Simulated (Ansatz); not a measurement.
Ge₉NH₁₆⁺, a doped cluster cut from the lattice of germanium (N on a surface site), relaxed as a singlet with RKS r2SCAN-D4/def2-SVP in Ansatz, starting from the r2SCAN-D4/def2-SVP geometry of the neutral doublet. Force threshold 0.03 eV/Å.

Start:

```xyz
26

Ge   -0.805    2.026   -2.235
Ge    0.146   -1.853   -2.056
Ge    2.548    0.848   -0.387
Ge   -0.531    1.622    2.004
Ge    0.908   -1.995    1.820
Ge   -2.527   -0.600    0.599
Ge    1.005    0.414   -2.213
N    -1.700    1.067    0.664
Ge   -0.818   -2.257    0.133
Ge    1.520    0.353    1.755
H    -1.038    2.574   -3.669
H    -0.514    3.229   -1.309
H    -0.924   -2.083   -3.143
H     1.287   -2.863   -2.299
H     2.996    2.322   -0.423
H     3.806   -0.032   -0.552
H    -0.330    3.132    1.777
H    -1.142    1.407    3.411
H     2.121   -2.901    1.530
H     0.354   -2.361    3.212
H    -3.576   -0.497   -0.524
H    -3.251   -0.919    1.931
H     1.783    0.515   -3.548
H    -2.354    1.810    0.413
H    -1.447   -3.666    0.200
H     2.483    0.708    2.910
```

| step | energy (eV) | largest force component (eV/Å) | SCF passes |
| --- | --- | --- | --- |
| 1 | -510344.2767 | 1.902 | 22 |
| 2 | -510344.8108 | 0.648 | 27 |
| 3 | -510345.0810 | 0.700 | 22 |
| 4 | -510345.3326 | 0.654 | 20 |
| 5 | -510345.6592 | 0.736 | 20 |
| 6 | -510346.1217 | 0.608 | 20 |
| 7 | -510346.5074 | 0.658 | 20 |
| 8 | -510346.7945 | 0.467 | 20 |
| 9 | -510346.9381 | 0.305 | 19 |
| 10 | -510347.0025 | 0.132 | 20 |
| 11 | -510347.0251 | 0.082 | 20 |
| 12 | -510347.0295 | 0.011 | 21 |
| 13 | -510347.0304 | 0.014 | 21 |

Force components are those of the run's own axes.

End:

Cartesian coordinates in Å:
```
Ge -0.840 1.795 -1.507
Ge 0.267 -1.915 -2.126
Ge 2.737 0.773 -0.389
Ge -0.384 1.676 1.805
Ge 0.871 -2.003 1.870
Ge -2.411 -0.521 0.312
Ge 1.052 0.383 -2.094
N -1.555 1.264 0.263
Ge -0.729 -2.258 0.061
Ge 1.620 0.301 1.714
H -2.091 1.656 -2.387
H -0.509 3.276 -1.266
H -0.793 -2.090 -3.223
H 1.444 -2.874 -2.344
H 3.196 2.237 -0.429
H 3.926 -0.178 -0.581
H -0.180 3.189 1.635
H -1.330 1.388 2.981
H 2.049 -2.967 1.667
H 0.188 -2.249 3.222
H -3.410 -0.403 -0.849
H -3.143 -0.467 1.661
H 1.476 0.895 -3.482
H -2.349 1.908 0.394
H -1.534 -3.567 0.152
H 2.432 0.750 2.942
```

Bonds formed: Ge1–N8 (atoms count from 1).

The force fell under the threshold at step 12, but the optimiser went on. No frequencies were taken in this run, so the end may be a saddle point.

Run time 63 s (2 threads of AMD EPYC 7R13 on a shared host and a share (18 GiB) of an NVIDIA H100 80GB HBM3), peak host memory 1.1 GiB.
